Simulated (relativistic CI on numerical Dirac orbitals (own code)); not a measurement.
d1 to d9 in one octahedral field

Computed with a parametric ligand-field model without spin-orbit coupling, by exact diagonalisation: B = 510, C = 1990, 10Dq = 29500 cm⁻¹ (Oh; |10Dq|/B = 57.8) for every shell. Energies in cm⁻¹; the field energy is (0.6 n_e − 0.4 n_t2) × 10Dq of the ground term; g labels are left out. So small a B with so large a field is typical of 4d and 5d ions, where spin-orbit coupling, left out here, reaches 1,000 to 4,000 cm⁻¹.

```tsv
Shell	Ground term	Electrons in e	Field energy	First spin-allowed bands	Lowest term of other spin
d1	2T2	0.000	-11800	2E 29500	
d2	3T1	0.008	-23368	3T2 28242, 3T1 34635	1T2 7205
d3	4A2	0.000	-35400	4T2 29500, 4T1 35250	2E 10037
d4	3T1	0.012	-46848	3E 27509, 3T1 27990	1T2 6197
d5	2T2	0.023	-58317	2A2 26732, 2T1 26918	4T1 19716
d6	1A1	0.017	-70292	1T1 27997, 1T2 35377	3T1 23793
d7	2E	1.011	-52768	2T1 27883, 2T2 28377	4T1 19641
d8	3A2	2.000	-35400	3T2 29500, 3T1 35250	1E 8008
d9	2E	3.000	-17700	2T2 29500
```

Low spin: d4, d5, d6, d7; the other shells keep the spin of the free ion. Only d4 to d7 can choose; the field needed to pair spins is smallest for d6 and largest for d5, which loses most exchange energy. In the strong-field picture 10Dq must exceed about 6B + 5C = 13010 (d4), 7.5B + 5C = 13775 (d5), 2.5B + 4C = 9235 (d6) and 4B + 4C = 10000 (d7); mixing of terms shifts these bounds somewhat.
